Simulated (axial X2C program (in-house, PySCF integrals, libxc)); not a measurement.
# What spin–orbit coupling does to InP⁺

Calculated with an in-house relativistic program for diatomic molecules. Spin-free means the one-electron spin-free X2C Hamiltonian; two-component (2c) means X2C with spin–orbit coupling and atomic mean-field two-electron Coulomb and Gaunt terms, so the difference of the two also holds small scalar two-electron terms. Basis: In dyall-cv3z [11s12p9d4f1g], P dyall-v3z [8s7p2d1f] (cores contracted in-house); Gaussian nuclei, density fitting, unrestricted open shells. Masses: In 114.904 u, P 30.974 u.

Spin-free state: M_S = 3/2, Λ = 0 (beyond evenly filled blocks: σα, π+α, π-α); fragments In+ + P.

```
  level  Re (Å)  ωe (cm⁻¹)  De (eV)  μ (D)
   PBE0   2.896      120.8    0.431   0.31
    MP2   3.157       87.2    0.240    n/a
CCSD(T)   3.104       90.9    0.254    n/a
    M06   2.939      129.2    0.504   0.51
```

Correlated methods: 7 electrons correlated (number of frozen shells: In 4 s, 3 p, 2 d; P 2 s, 1 p), 231 virtual spin orbitals or spinors in MP2, 90 natural virtuals in coupled cluster.

Dipoles are positive if P is the positive end and refer to the centre of mass.

Two-component determinant lowest at the distance of the search:

Ω = 3/2 (⟨Sz⟩ = 1.50, ⟨Lz⟩ = 0.00 at HF); fragments In+ + P.

```json
{"level": "PBE0", "Re (Å)": "2.895", "ωe (cm⁻¹)": "120.9", "De (eV)": "0.432", "μ (D)": "0.32"}
{"level": "MP2", "Re (Å)": "3.159", "ωe (cm⁻¹)": "87.0", "De (eV)": "0.240", "μ (D)": "n/a"}
{"level": "CCSD(T)", "Re (Å)": "3.105", "ωe (cm⁻¹)": "90.6", "De (eV)": "0.254", "μ (D)": "n/a"}
{"level": "M06", "Re (Å)": "2.938", "ωe (cm⁻¹)": "129.2", "De (eV)": "0.505", "μ (D)": "0.52"}
```

(1) From the two tables, how do the constants change at the CCSD(T) level (2c against spin-free)?

The state is one determinant whose occupation by symmetry is held fixed; it was picked as the lowest of a PBE0 search that is not exhaustive. De is counted from the lowest determinant-based energies of the atoms at the same level, without counterpoise correction. Density functionals use the spin component along the axis (collinear). Coupled cluster ran in a truncated set of natural virtual spinors; the MP2 energy of the rest was added. (T) has no such correction and the atoms are truncated less, which lowers De at CCSD(T) by a hundredth of an eV or more. With several unpaired electrons one determinant need not be a pure state. This is the top spin component of a Σ state; components of lower Ω are not single determinants and can lie lower. With the outer-core shells frozen, correlated bond lengths of heavy atoms tend to come out a few hundredths of an ångström too long.

Answers

(1) At the CCSD(T) level Re rises by 0.001 Å and ωe drops by 0.3 cm⁻¹; De changes by 0.000 eV.
